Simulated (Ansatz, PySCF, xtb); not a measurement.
Barrier from R1 to the saddle point P1, each structure at its B3LYP-D3(BJ)/def2-TZVP stationary point, reached from a drawn start; harmonic modes at that level show the others as minima.
R1, NH3 (SMILES N) (charge 0, multiplicity 1):
```xyz
4

N      0.000     0.000     0.279
H      0.000     0.943    -0.093
H      0.817    -0.471    -0.093
H     -0.817    -0.471    -0.093
```
P1, H3N, a first-order saddle point (one imaginary mode, 800i cm⁻¹) (charge 0, multiplicity 1):
```xyz
4

N      0.00000     0.00000     0.00000
H      0.99745     0.00000     0.00000
H     -0.49872     0.86381     0.00000
H     -0.49872    -0.86381     0.00000
```

```tsv
level	barrier height (kcal/mol)	minus CCSD(T)/CBS(cc-pVTZ, cc-pVQZ)
GFN1-xTB	4.20	-1.38
GFN2-xTB	6.14	0.57
HF/cc-pVDZ	7.10	1.52
HF/cc-pVQZ	5.00	-0.57
PBE/def2-TZVPP	5.18	-0.39
PBE-D3(BJ)/def2-TZVPP	5.19	-0.39
PBE-D4/def2-TZVPP	5.19	-0.38
BLYP-D3(BJ)/def2-TZVPP	5.09	-0.48
revPBE-D3(BJ)/def2-TZVPP	5.55	-0.03
revPBE-D4/def2-TZVPP	5.58	0.01
r2SCAN/def2-TZVPP	5.16	-0.41
r2SCAN-D3(BJ)/def2-TZVPP	5.16	-0.41
r2SCAN-D4/def2-TZVPP	5.16	-0.41
B97M-V/def2-TZVPP	6.15	0.57
B3LYP/def2-TZVPP	4.77	-0.80
B3LYP-D4/def2-TZVPP	4.79	-0.79
PBE0/def2-TZVPP	4.91	-0.66
PBE0-D3(BJ)/def2-TZVPP	4.91	-0.66
BHLYP/def2-TZVPP	4.57	-1.00
BHLYP-D3(BJ)/def2-TZVPP	4.58	-1.00
M06-2X/def2-TZVPP	4.86	-0.71
CAM-B3LYP/def2-TZVPP	4.29	-1.28
CAM-B3LYP-D3(BJ)/def2-TZVPP	4.29	-1.28
CAM-B3LYP-D4/def2-TZVPP	4.30	-1.27
wB97X-V/def2-TZVPP	4.78	-0.79
wB97M-V/def2-TZVPP	4.83	-0.74
B2PLYP-D3(BJ)/def2-TZVPP	5.05	-0.52
B2PLYP-D4/def2-TZVPP	5.06	-0.52
MP2/cc-pVDZ	7.84	2.27
MP2/cc-pVTZ	5.88	0.31
MP2/cc-pVQZ	5.34	-0.23
MP2/CBS(cc-pVTZ, cc-pVQZ)	5.18	-0.39
SCS-MP2/cc-pVDZ	8.15	2.57
SCS-MP2/cc-pVTZ	6.13	0.55
SCS-MP2/cc-pVQZ	5.57	0.00
CCSD/cc-pVDZ	8.13	2.55
CCSD/cc-pVTZ	6.13	0.56
CCSD/cc-pVQZ	5.61	0.03
CCSD(T)/cc-pVQZ	5.75	0.18
CCSD(T)/CBS(cc-pVTZ, cc-pVQZ)	5.57	0.00
```

 The comparison column counts from a level with limits of its own.

P less R. No zero-point or thermal terms. No path was followed down from the saddle.

Cores are frozen in the correlated methods. CBS(a, b) extrapolates the correlation energy as X⁻³ and adds the Hartree–Fock energy of set b.

Run with Ansatz (Gaussian basis) for Hartree–Fock, density functionals and correlated methods; PySCF for M06-2X and the D3/D4 terms; xtb for the GFN methods. No computed number here is a measurement.

Ansatz is a first-principles code.
